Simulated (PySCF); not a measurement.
F3Sb, SMILES [F][Sb]([F])[F] (connectivity only; charge and spin as stated), charge +1, multiplicity 2.

The structure is a stationary point at B3LYP-D3(BJ)/def2-SVP. The multiplicity is an assumed one; other spin states were not compared. The isomer is the one that the SMILES or the coordinates give; other isomers of the formula were not compared. The def2 effective core potentials stand for the cores of Sb; spin–orbit coupling is left out.

Calculation: PBE/def2-TZVPD (PySCF).

The molecule is in vacuum.

Computed frontier levels, dipole moment and polarisability:
```yaml
"α spin, highest occupied and lowest empty level": -15.84 and -9.45 eV
"β spin, highest occupied and lowest empty level": -16.78 and -14.90 eV
dipole_moment_about_the_centre_of_nuclear_charge: 2.73 D
mean_static_polarisability: 35.9 bohr³ (5.32 Å³)
polarisability_principal_values: 29.0, 39.4, 39.4 bohr³
"⟨S²⟩": 0.752 (pure state 0.75)
```
